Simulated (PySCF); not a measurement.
C₂H₆ClFSi, SMILES CC[Si@@H](F)Cl. Atoms are numbered in the order given.

```xyz
11

C     -2.2253    -0.5050     0.1813
C     -1.2415    -0.4368    -0.9952
Si     0.4163     0.3154    -0.5688
F      0.1934     1.8469    -0.0312
Cl     1.2939    -0.7593     0.9773
H     -1.8083    -1.1047     1.0153
H     -3.1874    -0.9658    -0.1200
H     -2.4454     0.5063     0.5787
H     -1.6593     0.1614    -1.8359
H     -1.0420    -1.4487    -1.4125
H      1.3787     0.3732    -1.7127
```

Geometry: PBE-D3(BJ)/def2-SVP. The structure was generated by enumeration; whether it is a known compound was not checked. Other conformers were not sampled.

Computed with PySCF 2.14.0 with PBE-D3(BJ)/def2-SVP.

Frequencies are harmonic and unscaled.

**Question.** Estimate the vibrational spectrum. (The exact figures need the calculation; the answer reports its results.)

**Answer.** 
```csv
mode,ν (cm⁻¹),IR (km/mol),moving atoms (share of kinetic energy)
1,63,0.1,"C 36 %, H 31 %, F 20 %, Cl 13 %"
2,140,3.5,"C 42 %, Cl 21 %, H 21 %, F 10 %"
3,161,0.5,"H 59 %, F 18 %, C 11 %"
4,235,5.9,"F 50 %, Cl 22 %, Si 14 %"
5,259,0.7,"H 63 %, C 18 %, F 10 %"
6,396,22.6,"Si 40 %, C 30 %, H 15 %, F 9 %"
7,520,54.6,"Si 42 %, Cl 39 %, C 9 %"
8,633,9.2,"H 39 %, C 35 %, Si 21 %"
9,662,2.7,"H 78 %, C 18 %"
10,789,200.2,"H 71 %, Si 19 %"
11,797,34.4,"H 79 %, F 16 %"
12,879,137.7,"F 36 %, Si 35 %, H 27 %"
13,946,37.0,"H 78 %, C 15 %"
14,956,18.9,"H 73 %, C 18 %"
15,1029,13.6,"C 69 %, H 31 %"
16,1203,4.0,"H 79 %, C 21 %"
17,1217,2.7,"H 58 %, C 41 %"
18,1344,1.2,"H 82 %, C 18 %"
19,1372,5.9,"H 91 %, C 9 %"
20,1426,7.2,H 97 %
21,1430,6.7,H 96 %
22,2205,128.5,H 97 %
23,2966,7.9,H 95 %
24,2976,24.4,H 97 %
25,3018,3.3,"H 91 %, C 9 %"
26,3064,12.6,"H 90 %, C 10 %"
27,3068,11.4,"H 91 %, C 9 %"
```
